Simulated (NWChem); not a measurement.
# ZnSiH4Se; SMILES [SeH][Zn][SiH3]

```xyz
7

Zn    -0.0133    -0.4741    -0.0001
Se    -0.0276     1.8353     0.0001
H      1.4463     1.8480    -0.0003
Si    -0.0073    -2.8458     0.0002
H     -0.8883    -3.3986    -1.0781
H     -0.4926    -3.4001     1.3046
H      1.3719    -3.3849    -0.2292
```
Atoms are numbered in this order, from 1.

The geometry was optimised at PBE0/def2-SVP.

Task: List the 4 lowest vertical singlet excitations from CAM-B3LYP/def2-SVPD, TDA (NWChem).

Result: 
```
state  energy (eV)  oscillator strength  leading excitation (squared amplitude)
-----  -----------  -------------------  --------------------------------------
S1            4.70                0.000                      HOMO → LUMO (0.95)
S2            5.13                0.045                    HOMO → LUMO+2 (0.90)
S3            5.20                0.014                    HOMO−1 → LUMO (0.91)
S4            5.38                0.009                    HOMO → LUMO+1 (0.78)
```
